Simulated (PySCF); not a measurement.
Br2GaH2N.

```xyz
6

Ga     0.0000     0.0000    -0.5661
Br     0.0000     1.9702     0.5697
Br     0.0000    -1.9702     0.5697
N      0.0000     0.0000    -2.3571
H      0.0000    -0.8470    -2.9142
H      0.0000     0.8470    -2.9142
```
Charge 0, spin multiplicity 1.

Geometry optimised at r2SCAN-D4/def2-SVP. The structure was generated by enumeration; whether it is a known compound was not checked. Other conformers were not sampled.

Computed with B3LYP/pcSseg-1 (PySCF). Non-relativistic, no solvent.

**Question.** Give the absolute GIAO shielding of each atom: isotropic value and principal components (ppm). (An estimate is asked for; the answer gives what the named calculation found.)

**Answer.** 
```csv
atom,σ(iso),σ11,σ22,σ33,span
Ga1,1296.8,1095.2,1344.1,1451.0,355.8
Br2,2548.8,2259.6,2479.6,2907.2,647.6
Br3,2548.8,2259.6,2479.6,2907.2,647.6
N4,201.7,150.9,196.2,258.1,107.2
H5,29.3,21.8,25.3,40.7,18.9
H6,29.3,21.8,25.3,40.7,18.9
```
